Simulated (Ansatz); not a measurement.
Si₂Ge (the lowest singlet isomer of a short search) was relaxed with PBE0-D4 (def2-TZVP) in Ansatz in these states: neutral quintet, neutral singlet, neutral triplet. The geometries follow in no particular order.

A:

```
atom   x (Å)   y (Å)   z (Å)
 Si1   0.019  -1.065  -0.333
 Si2   0.859   0.847  -0.931
 Ge3  -0.878   0.219   1.264
```

B:

```xyz
3

Si    0.582    0.248    1.162
Si   -0.589    1.024   -0.596
Ge    0.006   -1.272   -0.566
```

C:

```xyz
3

Si    0.721    0.223    1.036
Si   -1.407   -0.061    0.241
Ge    0.687   -0.162   -1.277
```

Problem. Judge from the bond lengths which geometry belongs to which state (an estimate).

Solution. A is the neutral singlet (Si1–Ge3 2.237 Å, Si1–Si2 2.172 Å); B is the neutral triplet (Si1–Ge3 2.372 Å, Si1–Si2 2.251 Å); C is the neutral quintet (Si1–Ge3 2.345 Å, Si1–Si2 2.289 Å).
